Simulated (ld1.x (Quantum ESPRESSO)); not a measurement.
## nickel (Ni): one change to a TM potential, before and after

Ni, norm-conserving Troullier–Martins (Kleinman–Bylander form), made with ld1.x (Quantum ESPRESSO) 7.5 (PBE, scalar-relativistic). Core [Ar], reference 3d8 4s1.5 4p0 (charge +0.5). Waves: 4s (bound): rc 1.60 bohr; 4p (bound, empty): rc 2.50 bohr; 3d (bound): rc 1.35 bohr. Local part: all-electron potential smoothed inside 2.40 bohr (lloc = -2). Core correction: none.

All-electron outer shells of the reference configuration (PBE, scalar-relativistic, ld1.x):

```json
{"shell": "3p", "level (eV)": "-75.74", "outermost node (bohr)": "0.27", "outermost maximum (bohr)": "0.65"}
{"shell": "3d", "level (eV)": "-13.20", "outermost node (bohr)": "–", "outermost maximum (bohr)": "0.63"}
{"shell": "4s", "level (eV)": "-9.28", "outermost node (bohr)": "0.92", "outermost maximum (bohr)": "2.18"}
{"shell": "4p", "level (eV)": "-4.22", "outermost node (bohr)": "1.00", "outermost maximum (bohr)": "2.87"}
```

Change: all radii scaled by about 0.86 (s 1.38, p 2.14, d 1.16 bohr); local potential all-electron potential smoothed inside 2.06 bohr (lloc = -2).

Cutoffs: the cutoffs (Ry, on a coarse ladder) from which the occupation-weighted sum of valence levels, in a spherical-Bessel basis at the reference potential, stays within 10 and 1 mRy of its value at 400 Ry; they do not see the model core or the augmentation charge, which bear on the density cutoff. Errors are all-electron minus pseudo energies relative to the spin-unpolarised reference configuration.

What does the change do?

The potential gets harder (140 Ry and 260 Ry → 180 Ry and 300 Ry); of the 7 tests that both files solve, the error grows in 3 and shrinks in 3 by more than 15 % and 0.3 meV (median size 9.1 → 9.0 meV); neither file shows a bound ghost. A smaller radius makes the pseudo-wave follow the all-electron one further in, where it bends more sharply, so more plane waves are needed.

| quantity | base | changed |
| --- | --- | --- |
| cutoff, loose | 140 Ry | 180 Ry |
| cutoff, tight | 260 Ry | 300 Ry |
| loose cutoff by channel (10 mRy a level) | s 21 Ry, d 120 Ry | s 40 Ry, d 160 Ry |
| bound ghosts | none | none |
| error for 3d8 4s2 4p0, meV [ΔE -3.72 eV] | +1.6 | +2.5 |
| error for 3d8 4s1 4p0, meV [ΔE 5.61 eV] | +2.5 | +3.8 |
| error for 3d8 4s0 4p0, meV [ΔE 22.96 eV] | +57 | +70 |
| error for 3d7 4s2 4p1, meV [ΔE 6.83 eV] | -337 | -222 |
| error for 3d8.5 4s1.5 4p0, meV [ΔE -4.90 eV] | -46 | -27 |
| error for 3d8 4s1 4p1, meV [ΔE 0.88 eV] | +0.7 | +0.2 |
| error for 3d8 4s0 4p2, meV [ΔE 5.78 eV] | +9.1 | +9.0 |
